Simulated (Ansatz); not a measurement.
Geometry optimisation, RKS PBE0-D4/def2-SVP in Ansatz.

The input (input.yaml):

```yaml
crystal:
  periodic: [false, false, false]
  atoms:
    - { symbol: O, position_ang: [-1.9199, 1.5004, -0.3582] }
    - { symbol: Al, position_ang: [-0.1567, 1.3953, -0.154] }
    - { symbol: O, position_ang: [0.89857, 2.34746, -1.28214] }
    - { symbol: Si, position_ang: [1.18162, 3.87319, -0.54165] }
    - { symbol: H, position_ang: [-2.2018, 0.7971, -1.0008] }
    - { symbol: H, position_ang: [0.48421, 0.51854, 1.03186] }
    - { symbol: H, position_ang: [1.77677, 3.76377, 0.76136] }
    - { symbol: H, position_ang: [-0.16336, 4.53261, -0.42003] }
    - { symbol: H, position_ang: [1.98286, 4.70751, -1.45621] }
basis:
  gaussian: { orbitals: def2-SVP }
hamiltonian:
  xc: pbe0
  dispersion: d4
relax:
  f_tol: 0.015
  max_steps: 40
```

Run as:

```bash
$ ansatz run input.yaml --threads 1 --pin off --max-ram 2048MiB --backend cpu --events-out ev --progress --plain --runs-dir out
```

Where does it end, and by what steps?

The forces met the threshold. After 8 steps the energy has fallen by 0.908 eV; O3 moved furthest, 1.14 Å. Parted: Al2–Si4.

| step | energy less start (eV) | largest force component (eV/Å) | accepted |
| --- | --- | --- | --- |
| 0 | 0.0000 | 2.351 | yes |
| 1 | -0.3037 | 1.367 | yes |
| 2 | -0.4906 | 1.830 | yes |
| 3 | -0.6932 | 0.670 | yes |
| 4 | -0.7959 | 0.336 | yes |
| 5 | -0.8700 | 0.410 | yes |
| 6 | -0.9046 | 0.089 | yes |
| 7 | -0.9054 | 0.160 | yes |
| 8 | -0.9083 | 0.014 | yes |

```xyz
9
Properties=species:S:1:pos:R:3
O -1.725 0.633 -0.713
Al -0.276 1.125 0.013
O 0.385 2.653 -0.314
Si 1.153 4.099 -0.477
H -2.264 1.131 -1.328
H 0.428 0.120 0.989
H 2.216 4.253 0.563
H 0.177 5.223 -0.327
H 1.789 4.199 -1.826
```

Time of the run: 33 s on 1 thread of Arm Neoverse V1, on a shared host, peak memory 0.17 GiB.
